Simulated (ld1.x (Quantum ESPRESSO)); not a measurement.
# boron: one change to a TM semilocal potential, before and after

ld1.x (Quantum ESPRESSO) 7.5 input, shortened:

```
&input
   title='B', zed=5., rel=1, dft='PZ', iswitch=3,
   config='[He] 2s1.75 2p1.25 3d-2'
 /
 &inputp
   pseudotype=1, tm=.true., lloc=1,
   nlcc=.true., new_core_ps=.true., rcore=1.10
 /
3
2S  1  0   1.75   0.00  1.10  1.10  0.0
3D  3  2  -2.00   0.25  2.65  2.65  0.0
2P  2  1   1.25   0.00  2.90  2.90  0.0
 &test
   configts(1)='2s1.75 2p1.25'
 /
```

All-electron outer shells of the reference configuration (LDA (PZ), scalar-relativistic, ld1.x):

```tsv
shell	level (eV)	outermost node (bohr)	outermost maximum (bohr)
1s	-178.93	–	0.21
2s	-9.51	0.46	1.52
2p	-3.84	–	1.55
```

Change: all radii but the core radius scaled by about 1.08 (s 1.18, p 3.12, d 2.86 bohr).

Cutoffs: the cutoffs (Ry, on a coarse ladder) from which the occupation-weighted sum of valence levels, in a spherical-Bessel basis at the reference potential, stays within 10 and 1 mRy of its value at 400 Ry; they do not see the model core or the augmentation charge, which bear on the density cutoff. Errors are all-electron minus pseudo energies relative to the spin-unpolarised reference configuration.

Q: What does the change do?

A: The potential gets softer (21 Ry and 70 Ry → 21 Ry and 55 Ry); of the 9 tests that both files solve, the error grows in 7 and shrinks in 1 by more than 15 % and 0.3 meV (median size 20.7 → 19.8 meV); neither file shows a bound ghost. A larger radius leaves more room for a smooth pseudo-wave, so fewer plane waves are needed. A semilocal file is local in each channel, so a ghost entry of none says nothing of the separable form that plane-wave codes build from it.

| quantity | base | changed |
| --- | --- | --- |
| cutoff, loose | 21 Ry | 21 Ry |
| cutoff, tight | 70 Ry | 55 Ry |
| loose cutoff by channel (10 mRy a level) | s 18 Ry, p 12 Ry | s 18 Ry, p 10 Ry |
| bound ghosts | none | none |
| error for 2s2 2p1, meV [ΔE -1.42 eV] | -0.6 | -0.9 |
| error for 2s2 2p0, meV [ΔE 6.91 eV] | +89 | +116 |
| error for 2s1 2p0, meV [ΔE 32.21 eV] | +285 | +364 |
| error for 2s2 2p0.5, meV [ΔE 1.52 eV] | +15 | +20 |
| error for 2s2 2p1.3, meV [ΔE -2.19 eV] | -2.4 | -3.3 |
| error for 2s0 2p3, meV [ΔE 9.98 eV] | -26 | -42 |
| error for 2s1 2p1, meV [ΔE 12.86 eV] | -26 | -33 |
| error for 2s1.75 2p1.25 (spin-polarised), meV [ΔE -0.56 eV] | +21 | +18 |
| error for 2s2 2p1 (spin-polarised), meV [ΔE -1.65 eV] | +6.9 | +5.1 |
